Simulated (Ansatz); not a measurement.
Basis sets compared for Sn(CF3)4 (SnC₄F₁₂). Total charge 0; singlet. Geometry r2SCAN-D4/def2-SVP. Ansatz on 4 threads of Arm Neoverse V1 on a shared host; times are rough, and most runs start from earlier orbitals.

```tsv
atom	x (Å)	y (Å)	z (Å)
Sn1	0.0011	0.0001	0.0001
C2	-1.1100	0.0954	-1.9036
F3	-1.8298	-1.0213	-2.0965
F4	-0.2729	0.2304	-2.9441
F5	-1.9556	1.1377	-1.9171
C6	0.9268	1.9593	0.4151
F7	1.6376	2.3900	-0.6386
F8	1.7552	1.8872	1.4687
F9	-0.0066	2.8842	0.6881
C10	1.5716	-1.5423	-0.1477
F11	1.0617	-2.7086	-0.5736
F12	2.1511	-1.7565	1.0437
F13	2.5304	-1.1724	-1.0112
C14	-1.3875	-0.5123	1.6364
F15	-2.4521	0.3054	1.6370
F16	-0.7854	-0.4051	2.8310
F17	-1.8355	-1.7713	1.5122
```

In the def2 sets Sn takes a core potential; there is no spin–orbit coupling.

Binding counts from free atoms (Sn triplet, C triplet, F doublet) in the same basis, without a counterpoise term.

| level | functions | energy (Eh) | HOMO (eV) | LUMO (eV) | binding per atom (eV) | wall time |
| --- | --- | --- | --- | --- | --- | --- |
| PBE-D4/def2-SVP | 250 | -1562.5253 | -7.75 | -1.91 | 4.48 | 6 s |
| PBE0-D4/def2-SVP | 250 | -1562.5087 | -9.51 | -1.20 | 4.20 | 10 s |

(1) Estimate the rows for PBE-D4/def2-TZVP, PBE0-D4/def2-TZVP (with forces).

## Answers

(1) 
```tsv
level	functions	energy (Eh)	HOMO (eV)	LUMO (eV)	binding per atom (eV)	wall time
PBE-D4/def2-TZVP	546	-1564.1660	-8.05	-2.29	4.33	16 s
PBE0-D4/def2-TZVP (with forces)	546	-1564.1479	-9.62	-1.41	4.09	58 s
```
